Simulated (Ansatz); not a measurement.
# Energy profile

The step: CH₃ + H₂ → CH₄ + H; bonds formed: H1–C3; bonds broken: H1–H2 (atoms numbered as in the saddle structure below).

```
6
angstrom
H -0.6855 -0.6238 0.0995
H -1.3300 -1.2102 0.1930
C 0.3785 0.3444 -0.0549
H 1.2621 -0.2841 -0.0377
H 0.1393 0.7943 -1.0123
H 0.2355 0.9795 0.8125
```

Electronic energies by CCSD(T) at an estimated basis limit (MP2 extrapolated from triple and quadruple zeta, plus CCSD(T) − MP2 in triple zeta), on PBE0-D4/def2-TZVP structures; CH5, doublet; no counterpoise correction; spin–orbit coupling, which lowers free halogen atoms and radicals such as OH and SH, is left out. Ansatz 0.2.0; basis: def2-TZVPP and def2-QZVPP; cores frozen in the correlated methods; orbitals are unrestricted. Extrapolation: Hartree–Fock as exp(−7.88 √X), correlation as X^−2.97.

(1) Give the profile in kJ/mol, counted from the separated reactants. (To be estimated.)

No T1 diagnostic of these runs exceeds 0.016. ⟨S²⟩ of the unrestricted Hartree–Fock references: 0.75 to 0.79 (a pure state has 0.75).

Answers

(1) By the calculation:
```json
{"point": "separated: H2 (H1, H2; singlet) + CH3 (C3, H4, H5, H6; doublet)", "kJ/mol": "0.0"}
{"point": "start structure", "kJ/mol": "-0.9"}
{"point": "saddle", "kJ/mol": "49.5"}
{"point": "end structure", "kJ/mol": "-12.0"}
{"point": "separated: CH4 (H1, C3, H4, H5, H6; singlet) + H (H2; doublet)", "kJ/mol": "-11.7"}
```

For scale, one of the runs: CCSD(T)/def2-TZVPP, 101 basis functions, launched by `ansatz run in.yaml --threads 2 --pin off --events-out ev --progress --plain --max-ram 4352MiB`. The run took 3.9 s on 2 CPU threads of an Arm Neoverse V1 (shared host), with 0.63 GiB of host memory at its peak.
